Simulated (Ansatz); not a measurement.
Reaction (formal exchange of groups at the Se–B bond): `CB(F)[SeH]` + `[SiH3]BCl` → `[SiH3]B(Cl)[SeH]` + `CBF`

Isolated molecules relaxed with PBE0-D4/def2-TZVP in Ansatz; ΔE leaves out vibrations. CCSD(T)/CBS adds triple-zeta CCSD(T) − MP2 to the extrapolated MP2 energy (def2 sets, frozen cores). This one scheme is used for every species. DFT in def2-TZVPP. B3LYP here is the variant with VWN-RPA as its local correlation; programs differ in this. For Se outer-core shells are correlated without core-valence functions, which leaves a few kJ/mol of doubt a bond. Scalar relativity is left out up to krypton. One conformer a species, not always the lowest.

```
             level  ΔE (kJ/mol)  difference from CCSD(T)/CBS
            PBE-D4        -19.0                         -0.9
         r2SCAN-D4        -16.2                          1.9
           PBE0-D4        -17.4                          0.7
          B3LYP-D4        -17.2                          0.9
           ωB97X-V        -13.7                          4.4
           ωB97M-V        -14.9                          3.2
            B2PLYP        -15.9                          2.2
               PBE        -16.6                          1.5
            r2SCAN        -15.7                          2.4
              PBE0        -15.3                          2.8
             B3LYP        -13.2                          4.9
     HF/def2-TZVPP         -6.8                         11.3
    MP2/def2-TZVPP        -20.6                         -2.5
SCS-MP2/def2-TZVPP        -17.7                          0.4
   CCSD/def2-TZVPP        -13.6                          4.5
CCSD(T)/def2-TZVPP        -15.8                          2.3
     HF/def2-QZVPP         -6.9                         11.2
    MP2/def2-QZVPP        -21.9                         -3.8
SCS-MP2/def2-QZVPP        -19.0                         -0.9
      HF/CBS(def2)         -6.9                         11.2
     MP2/CBS(def2)        -22.9                         -4.8
    CCSD/CBS(def2)        -15.9                          2.2
       CCSD(T)/CBS        -18.1                            0
```

Largest T1 diagnostic among the species: 0.014.

In def2-TZVPP, CCSD(T) changes the Hartree–Fock value by −8.9 kJ/mol (the triples alone add −2.2 kJ/mol) and MP2 by −13.8 kJ/mol. The D4 term adds −4.0 kJ/mol with B3LYP and −2.1 kJ/mol with PBE0; it sums over pairs of atoms, weighted by their polarisabilities, and B3LYP, whose exchange is more repulsive, gets the larger term.
